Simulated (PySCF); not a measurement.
Compound: WO2F2 (singlet state).
Z-matrix (Å and degrees, PBE0-D3(BJ)/def2-SVP geometry), rows numbered from 1:
```
W 
O   1  1.6921
O   1  1.6913  2  105.85
F   1  1.8579  2  108.80  3  -116.42
F   1  1.8579  2  108.85  3   116.41
```

Level of theory: TDDFT CAM-B3LYP/def2-SVPD, vertical, gas phase, core orbitals frozen in the response, def2 core potentials past Kr in PySCF. Spin–orbit coupling is left out.

What does the calculation give for the low-lying excited states?

| state | E (eV) | E (hartree) | f | main configurations (H = HOMO, L = LUMO) |
| --- | --- | --- | --- | --- |
| S1 | 5.47 | 0.2011 | 0.0009 | H→L+1 (98%) |
| S2 | 5.49 | 0.2019 | 0.0074 | H→L (93%) |
| S3 | 6.30 | 0.2316 | 0.0065 | H-1→L (97%) |
| S4 | 6.54 | 0.2405 | 0.0000 | H→L+3 (76%), H-3→L (10%), H-2→L+1 (9%) |
| S5 | 6.74 | 0.2475 | 0.0019 | H-2→L (82%), H-3→L+1 (11%) |
| S6 | 6.76 | 0.2483 | 0.0000 | H-3→L (54%), H-2→L+1 (24%), H→L+3 (20%) |
| S7 | 6.85 | 0.2519 | 0.0000 | H-2→L+1 (64%), H-3→L (33%) |
| S8 | 6.91 | 0.2540 | 0.0028 | H-1→L+1 (64%), H→L+5 (17%), H→L+2 (11%) |
| S9 | 7.42 | 0.2725 | 0.0012 | H-4→L (59%), H→L+2 (26%), H→L+5 (10%) |
| S10 | 7.66 | 0.2814 | 0.0047 | H-3→L+1 (49%), H→L+4 (19%), H-1→L+3 (17%) |

Triplets (Tamm–Dancoff): T1 4.89 eV, H→L (92%); T2 5.12 eV, H→L+1 (96%); T3 5.81 eV, H-1→L+1 (85%), H-3→L+3 (10%); T4 5.88 eV, H-2→L (41%), H-3→L+1 (38%), H-1→L+3 (13%).

The lowest singlet comes at 227 nm (528 kJ/mol) in the ultraviolet; it is very weak; its leading configuration is HOMO→LUMO+1 (98%). The largest oscillator strength of a single state is 0.0074. For S1 the Löwdin share of tungsten is 7% in HOMO and 58% in LUMO+1 (ligand-to-metal charge transfer by this measure). Of the 10 states listed, none reaches f = 0.01 and 3 stay under 0.0005. Weighted by f, the mean energy of these states is 6.44 eV. The vertical ionisation energy (ΔSCF) is 12.37 eV, 4.72 eV above S10. The window holds the lowest 10 singlets.
